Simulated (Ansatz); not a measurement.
Reaction (ligand exchange at a Ge–C bond): `C[CH](C)[GeH]` + `O[SiH3]` → `[SiH3][O][GeH]` + `CCC`

Program: Ansatz. Geometries: PBE0-D4/def2-TZVP. ΔE: electronic, gas phase. CCSD(T)/CBS adds triple-zeta CCSD(T) − MP2 to the extrapolated MP2 energy (def2 sets, frozen cores). Functionals use def2-TZVPP. B3LYP here is the variant with VWN-RPA as its local correlation; programs differ in this. HSE06 is defined as in plane-wave codes. For Ge outer-core shells are correlated without core-valence functions, which leaves a few kJ/mol of doubt a bond. Scalar relativity is left out up to krypton.

| level | ΔE (kJ/mol) | difference from CCSD(T)/CBS |
| --- | --- | --- |
| r2SCAN-D4 | -119.4 | -8.9 |
| B3LYP-D4 | -122.5 | -12.0 |
| r2SCAN0-D4 | -116.1 | -5.6 |
| HSE06-D4 | -111.5 | -1.0 |
| ωB97X-V | -120.2 | -9.7 |
| ωB97M-V | -117.3 | -6.8 |
| B3LYP | -128.4 | -17.9 |
| r2SCAN0 | -117.1 | -6.6 |
| CCSD(T)/def2-SVP | -127.6 | -17.1 |
| MP2/def2-TZVPP | -112.1 | -1.6 |
| CCSD(T)/CBS | -110.5 | 0 |

Largest T1 diagnostic among the species: 0.014.

The D4 term adds +5.9 kJ/mol with B3LYP and +3.0 kJ/mol with PBE0; it sums over pairs of atoms, weighted by their polarisabilities, and B3LYP, whose exchange is more repulsive, gets the larger term. In def2-TZVPP, CCSD(T) changes the Hartree–Fock value by +21.1 kJ/mol (the triples alone add +1.4 kJ/mol) and MP2 by +22.5 kJ/mol.
